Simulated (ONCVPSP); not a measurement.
**Before and after: ONCV potential for Mo**

```json
{"Element": "molybdenum (Mo)", "Generator": "ONCVPSP 4.0.1", "Type": "optimised norm-conserving Vanderbilt (ONCV)", "Functional": "LDA (Perdew-Zunger)", "Relativity": "scalar-relativistic", "Frozen core": "[Ar] 3d10", "Valence charge": "14", "Reference configuration": "4s2 4p6 4d4 5s2", "Partial waves": "4s+5s: rc 1.65 bohr, ncon 3, nbas 7, qcut 8.3 1/bohr, 3 projectors, debl 1.1 Ha; 4p: rc 1.75 bohr, ncon 3, nbas 6, qcut 6.8 1/bohr, 1 projector; 4d: rc 2.65 bohr, ncon 3, nbas 7, qcut 7.2 1/bohr, 2 projectors, debl 0.3 Ha", "Local potential": "polynomial inside 1.60 bohr (lpopt 5, dvloc0 0 Ha)", "Core correction": "Teter function fitted to the true core (icmod 2), fcfact 0.3"}
```

All-electron outer shells of the reference configuration (LDA (Perdew-Zunger), scalar-relativistic, ld1.x):

| shell | level (eV) | outermost node (bohr) | outermost maximum (bohr) |
| --- | --- | --- | --- |
| 3d | -224.24 | – | 0.32 |
| 4s | -67.11 | 0.51 | 0.99 |
| 4p | -41.15 | 0.52 | 1.06 |
| 4d | -5.80 | 0.53 | 1.37 |
| 5s | -5.08 | 1.33 | 2.82 |

Change: d: qcut 6.2.

Cutoffs: the cutoffs (Ha) at which the residual kinetic energy of the hardest occupied pseudo-wave falls to 1 and 0.1 mHa per electron; they do not see the model core or the augmentation charge, which bear on the density cutoff. Errors are all-electron minus pseudo energies relative to the spin-unpolarised reference configuration.

Q: How do hardness, ghosts and transferability respond?

A: The potential gets neither clearly harder nor softer (22 Ha and 26 Ha → 22 Ha and 26 Ha); of the 4 tests that both files solve, the error grows in 3 and shrinks in 0 by more than 15 % and 0.3 meV (median size 11.8 → 21.9 meV); neither file shows a bound ghost.

```tsv
quantity	base	changed
cutoff, loose	22 Ha	22 Ha
cutoff, tight	26 Ha	26 Ha
loose cutoff by channel	s 22 Ha, p 12 Ha, d 14 Ha	s 22 Ha, p 12 Ha, d 13 Ha
bound ghosts	none	none
GHOST(+) flags under 300 eV	none	none
error for 4s2 4p6 4d5 5s1, meV [ΔE -0.14 eV]	+8.3	+16
error for 4s2 4p6 4d5 5s0, meV [ΔE 7.05 eV]	+15	+28
error for 4s2 4p6 4d4 5s0, meV [ΔE 22.75 eV]	-3.6	-3.4
error for 4s2 4p6 4d5.5 5s0.5, meV [ΔE 0.17 eV]	+16	+30
s: phases at 1.68 bohr within 0.05 rad from the reference energy up to (Ha; the scan ends near 5)	to the end of the scan	to the end of the scan
p: phases at 1.77 bohr within 0.05 rad from the reference energy up to (Ha; the scan ends near 5)	1.2	1.2
d: phases at 2.69 bohr within 0.05 rad from the reference energy up to (Ha; the scan ends near 5)	3.9	3.4
rms error of d²Exc/dni dnj with the model core, mHa	0.32	0.41
```
